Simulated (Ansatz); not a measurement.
```yaml
crystal:
  periodic: [false, false, false]
  atoms:
    - {symbol: C, position_ang: [-0.455376, -0.670621, 1.272948]}
    - {symbol: O, position_ang: [-0.030143, -0.042594, 0.105072]}
    - {symbol: Sc, position_ang: [0.514212, 0.757898, -1.434381]}
    - {symbol: Cl, position_ang: [-0.099184, -0.195300, -3.437967]}
    - {symbol: Cl, position_ang: [1.783424, 2.673293, -1.288142]}
    - {symbol: H, position_ang: [-1.102570, -0.002701, 1.849861]}
    - {symbol: H, position_ang: [0.403975, -0.938474, 1.895494]}
    - {symbol: H, position_ang: [-1.014350, -1.581512, 1.037125]}
basis:
  gaussian: {orbitals: aug-cc-pVDZ}
hamiltonian: {xc: {name: wB97}}
```

```sh
$ ansatz run in.yaml --threads 4 --pin off --events-out ev --progress --plain --max-ram 10444MiB
```

Shortened log:

```
Functional definition: wB97
  name "wB97"
  cite "Chai & Head-Gordon, J. Chem. Phys. 128, 084106 (2008) doi:10.1063/1.2834918"
  cite "Becke, J. Chem. Phys. 107, 8554 (1997) doi:10.1063/1.475007"
  parameter omega = 0.4/bohr
  parameter cx1 = 1.13116
  parameter cx2 = -2.74915
  parameter cx3 = 12.0900
  parameter cx4 = -5.71642
  parameter css1 = -2.55352
  parameter css2 = 11.8926
  parameter css3 = -26.9452
  parameter css4 = 17.0927
  parameter cos1 = 3.99051
  parameter cos2 = -17.0066
  parameter cos3 = 1.07292
  parameter cos4 = 8.88211
  # The coefficients of nought are those of the uniform gas.
  exchange = spin_sum(e_x_unif_sr(omega)*poly(b97_u_x, 1, cx1, cx2, cx3, cx4)) + exact_x_lr(omega)
  correlation = spin_sum(e_c_pw_same_spin*poly(b97_u_same, 1, css1, css2, css3, css4))
      + integral(e_c_pw_opposite_spin*poly(b97_u_opposite, 1, cos1, cos2, cos3, cos4))
1750 factors; their error is unknown
819 factors; integrals over basis functions are off by at most 2.5e-5 eV
mean field evaluation 1: about -48878.6453 eV, gradient 5.5e1 eV
mean field evaluation 2: about -48868.2085 eV, gradient 1.0e2 eV
mean field evaluation 4: about -48885.3585 eV, gradient 1.9e0 eV
mean field evaluation 8: about -48885.3756 eV, gradient 5.3e-2 eV
mean field evaluation 16: about -48885.3405 eV, gradient 1.0e-4 eV
mean field -48885.34047301 eV, -1796.5031267093 hartree, gradient 1.0e-5 eV, S^2 0.000000; 0 other end points of the search recorded, 0 dependent functions left out
reference -48885.34044929 eV, -1796.5031258376 hartree; 36, 36 occupied and 150, 150 virtual orbitals, 1750 factors
Total energy: -48885.34044929 eV, -1796.5031258376 hartree
```

Hardware: 4 threads of an Arm Neoverse V1 on a shared host. Wall time 8.5 s, peak host memory 0.62 GiB.
